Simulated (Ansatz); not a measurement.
Cl$_{2}$H$_{2}$NOTa, SMILES `[NH2][Ta](=[O])([Cl])[Cl]`, relaxed with RKS PBE0-D4/def2-TZVP in Ansatz 0.2.0 from a PBE-D4/def2-SVP geometry. The force threshold is 0.005 eV/Å; the program also tests the step.

Charge 0, multiplicity 1. Ta: def2 effective core potential.

Start:

```xyz
7

N     0.487   -0.174   -1.123
Ta   -0.319    0.040    0.654
O    -1.238   -1.413    0.819
Cl    1.344    0.122    2.283
Cl   -1.740    1.886    0.670
H     1.110    0.517   -1.558
H     0.355   -0.978   -1.745
```

```csv
step,energy (eV),largest force (eV/Å),largest move (Å)
1,-30163.6801,1.000,0.000
2,-30163.7160,0.287,0.050
3,-30163.7200,0.049,0.016
4,-30163.7201,0.046,0.002
5,-30163.7203,0.008,0.004
6,-30163.7203,0.001,0.001
```

End:

```xyz
7

N     0.489   -0.172   -1.123
Ta   -0.320    0.026    0.640
O    -1.232   -1.405    0.819
Cl    1.316    0.138    2.264
Cl   -1.709    1.868    0.681
H     1.102    0.510   -1.550
H     0.354   -0.965   -1.732
```

Hardware: 4 threads of an Arm Neoverse V1 on a shared host. Wall time 29 s, peak host memory 0.54 GiB.
